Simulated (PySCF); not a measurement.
C5H13ClSi2, SMILES C[Si](C)(C)/C=C/[SiH2]Cl, singlet (GFN2-xTB optimised geometry):

```
21

Si     2.856    -1.094     0.897
Cl     3.517    -2.082     2.537
C      0.975    -1.116     0.930
C      0.194    -0.568     0.000
Si    -1.703    -0.568     0.000
C     -2.301    -1.442    -1.588
C     -2.372    -1.475     1.536
C     -2.300     1.246     0.000
H      3.381     0.270     0.959
H      3.384    -1.784    -0.280
H      0.496    -1.611     1.768
H      0.679    -0.074    -0.836
H     -3.385    -1.445    -1.652
H     -1.967    -2.475    -1.623
H     -1.923    -0.945    -2.477
H     -2.041    -0.997     2.454
H     -3.458    -1.482     1.547
H     -2.040    -2.508     1.562
H     -1.923     1.784    -0.864
H     -1.965     1.774     0.887
H     -3.384     1.303    -0.027
```

Computed with PBE0/def2-SVP in PySCF.

What are the frontier orbital energies and the dipole moment?

HOMO-2 -8.59 eV, HOMO-1 -7.92 eV, HOMO -7.81 eV, LUMO -0.78 eV, LUMO+1 0.66 eV; dipole moment 2.13 D.

On the same geometry PySCF 2.14.0 with PBE/def2-SVP gives HOMO-2 -7.24 eV, HOMO-1 -6.61 eV, HOMO -6.60 eV, LUMO -1.68 eV, LUMO+1 -0.20 eV; dipole moment 2.08 D.

Meta-Löwdin charges at PBE0/def2-SVP: Si1 0.67, Cl2 -0.29, C3 -0.32, C4 -0.30, Si5 0.88, C6 -0.55, C7 -0.56, C8 -0.55, H9 -0.10, H10 -0.10, H11 0.11, H12 0.10, H13 0.11, H14 0.12, H15 0.11, H16 0.11, H17 0.12, H18 0.11, H19 0.11, H20 0.12, H21 0.11.
